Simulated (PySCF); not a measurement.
HNaO, singlet, geometry from GFN2-xTB (such geometries of metal compounds can be far from the true shape). Base run: B3LYP/def2-TZVP run with PySCF.

Input for PySCF:
```python
from pyscf import gto, scf, dft, solvent

mol = gto.M(
    atom='''
Na   -0.591580   -0.370112   -0.500287
O     0.669634    0.372379    0.566791
H     1.150300    1.092201    0.968827
''',
    basis='def2-tzvp',
    charge=0,
    spin=0,
    verbose=4,
)

mf = dft.RKS(mol)
mf.xc = 'b3lyp'
mf.kernel()
```

Base: dipole (D) 5.77; HOMO-LUMO gap (eV) 3.69.

A changed run: ΔE vs base (kcal/mol) -21.22; dipole (D) 6.46; HOMO-LUMO gap (eV) 5.30.

Task: What was changed between the two runs?
A) model = ddCOSMO; solvent = chloroform
B) model = IEF-PCM; solvent = chloroform
C) model = IEF-PCM; solvent = chloroform; vdw_scale = 1.4
D) model = IEF-PCM; solvent = chloroform; vdw_scale = 1.0
E) model = C-PCM; solvent = chloroform

Result: A, model = ddCOSMO; solvent = chloroform

The base is the gas phase, so ΔE is the electrostatic part of solvation at a fixed geometry, without cavity and dispersion terms.
